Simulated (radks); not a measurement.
Spherical jellium clusters: N electrons in a uniform positive sphere of charge N and radius rs N^(1/3), rs = 4.88 bohr. Calculated with a radial shooting solver with Libxc functionals: non-relativistic Kohn-Sham, LDA (Slater exchange, Perdew-Wang correlation), spin-polarised, spherical densities. Levels are named by radial order and angular momentum (1s, 1p, 1d, 2s, ...), and open shells are averaged over m.

N = 9, configuration 1s2 1p6 1d(up 1, down 0). This is the lowest configuration that the search found. Occupied and some empty levels:

level    occupation  eigenvalue (eV)  <r> (bohr)
1s up             1          -3.7405       6.731
1s down           1          -3.6602       6.649
1p up             3          -2.9630       7.947
1p down           3          -2.8629       7.927
1d up             1          -1.9774       9.009
1d down           0          -1.8727       9.037
2s up             0          -1.5016       8.381
2s down           0          -1.4504       8.448
1f up             0         -0.88209       10.24
1f down           0         -0.78569       10.34
2p up             0         -0.59029       11.61
2p down           0         -0.54476       11.80

Energy (eV): total -15.8898, kinetic 10.891, external -257.31, Hartree 127.45, exchange-correlation -27.203, background 130.28.
